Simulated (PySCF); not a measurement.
## Simulated characterisation data

[PySCF 2.14: shielding tensors at PBE0/pcSseg-1 (GIAO); structure optimised with GFN2-xTB; equivalent nuclei averaged; single conformer; non-relativistic Hamiltonian; in vacuum]

References, each an isolated molecule treated in the same way: 1H (σ = 31.72 ppm) and 13C (σ = 186.93 ppm) vs TMS. Where no couplings were computed, multiplicities follow the n + 1 count of equivalent neighbours, and m marks all less simple cases (inequivalent or close neighbours, rings, F or P nearby). Shifts are as computed. Against solution values, carbons near 30 ppm lie about +3 ppm off and those near 130 ppm about +5 ppm. Of 1211 compounds with measured shifts, 218 miss one by over three times the rms of a fit or turn the order of signals round; such compounds aren't used in these exercises.

Compound 1 (C₄H₁₂O₃Si). 1H NMR (500 MHz, computed): δ 4.94 (t, 1H), 3.93 (s, 6H), 3.42 (s, 3H), 3.12 (d, 2H). 13C{1H} NMR (computed): δ 71.1, 65.6, 52.6. Structure: SMILES COC[SiH](OC)OC.

Compound 2 (C₅H₆Si). 1H NMR (500 MHz, computed): δ 4.02 (t, 3H), 1.95 (q, 2H), 1.13 (s, 1H). 13C{1H} NMR (computed): δ 79.5 (C), 74.5 (C), 72.5 (C), 70.5 (CH), 0.6 (CH2). Structure: SMILES C#CC#CC[SiH3].
